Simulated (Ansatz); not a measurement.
Two members of one family (Series V(O)X3), computed with Ansatz in the gas phase. Binding counts from free atoms in the multiplicity of their measured ground term, without zero-point energy. A dash marks a value that wasn't run or was left out as unsound. The structures are stationary points that may keep the symmetry of their start. Remarks come from the PBE and PBE0 runs and from stability tests at other levels; not every state was tested. HOMO above LUMO (over both spins in singlets and doublets, within one spin in higher multiplets; at PBE or PBE0), or a gap under 0.15 eV within one spin, warns that the state may not be the lowest or that an electron is smeared out.

First: VOCl3 (singlet, charge 0, PBE0-D4/def2-SVP geometry).

```xyz
5

V     0.009   -0.082    0.028
O     0.170   -1.523    0.508
Cl    0.188   -0.076   -2.092
Cl    1.546    1.082    0.924
Cl   -1.913    0.598    0.632
```

```csv
level,HOMO (eV),LUMO (eV),gap (eV),vertical IE (eV),vertical triplet (eV),binding per atom (eV)
PBE-D4/def2-TZVP,-8.30,-5.09,3.21,–,–,–
r2SCAN-D4/def2-TZVP,-8.69,-5.19,3.50,11.45,3.25,–
B3LYP-D4/def2-TZVP,-9.41,-4.58,4.83,–,–,3.63
PBE0-D4/def2-SVP,-9.60,-4.44,5.17,–,–,3.65
PBE0-D4/def2-TZVP,-9.69,-4.38,5.31,11.63,3.06,–
```

Metal–donor distances: 1 × O 1.53 Å, 3 × Cl 2.13 Å. Remarks: restricted SCF unstable in HF, gap within one spin near zero at PBE or PBE0 (+1 doublet), HOMO above LUMO (+1 doublet), gap within one spin near zero at PBE or PBE0 (triplet), HOMO above LUMO (triplet).

Second: VOF3 (singlet, charge 0, PBE0-D4/def2-SVP geometry).

```xyz
5

V     0.003   -0.014    0.002
O     0.341   -1.500    0.152
F    -0.698    0.525    1.453
F    -1.088    0.158   -1.290
F     1.442    0.832   -0.316
```

**Question.** Estimate the same table for the second.

**Answer.** 
```
              level  HOMO (eV)  LUMO (eV)  gap (eV)  vertical IE (eV)  vertical triplet (eV)  binding per atom (eV)
   PBE-D4/def2-TZVP      -9.57      -4.76      4.81             13.32                   4.84                      –
r2SCAN-D4/def2-TZVP     -10.03      -4.85      5.18             13.51                   4.54                      –
 B3LYP-D4/def2-TZVP     -11.18      -4.26      6.92                 –                      –                   4.53
   PBE0-D4/def2-SVP     -11.38      -3.98      7.40                 –                      –                   4.51
  PBE0-D4/def2-TZVP     -11.46      -3.94      7.52             13.78                   4.07                      –
```

Metal–donor distances: 1 × O 1.53 Å, 3 × F 1.70 Å.
